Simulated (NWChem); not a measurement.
SiH₂O₂, singlet; SMILES O[Si]O

```xyz
5

Si     0.6261     0.0205     0.0000
O     -0.4115     1.3174     0.0000
H     -1.3550     1.1039     0.0000
O     -0.5185    -1.2095     0.0000
H     -0.1674    -2.1067     0.0000
```
Atoms are numbered in this order, from 1.

Program: NWChem. Geometry optimised at PBE0/def2-SVP; all other runs use it. Low-valent species are run as closed-shell singlets; no triplet was tried in these runs.

```json
[
 {"quantity": "vertical, lowest state with f > 0.02, singlet (eV)", "level": "B3LYP/def2-SVPD, TDA", "value": "5.43"},
 {"quantity": "anisotropy (bohr³), static", "level": "B3LYP/def2-SVPD", "value": "(withheld)"},
 {"quantity": "dipole in solution (D) in n-hexane", "level": "PBE0/def2-SVP, SMD", "value": "(withheld)"},
 {"quantity": "−ε(HOMO) (eV)", "level": "B3LYP/def2-SVP", "value": "6.81"},
 {"quantity": "dipole (D)", "level": "PBE0/def2-SVP", "value": "(withheld)"},
 {"quantity": "highest harmonic frequency (cm⁻¹)", "level": "PBE0/def2-SVP", "value": "3909"}
]
```

**Question.** Complete the blanks.

**Answer.** 
- anisotropy (bohr³), static, value: 7.5
- dipole in solution (D) in n-hexane, value: 2.16
- dipole (D), value: 1.98
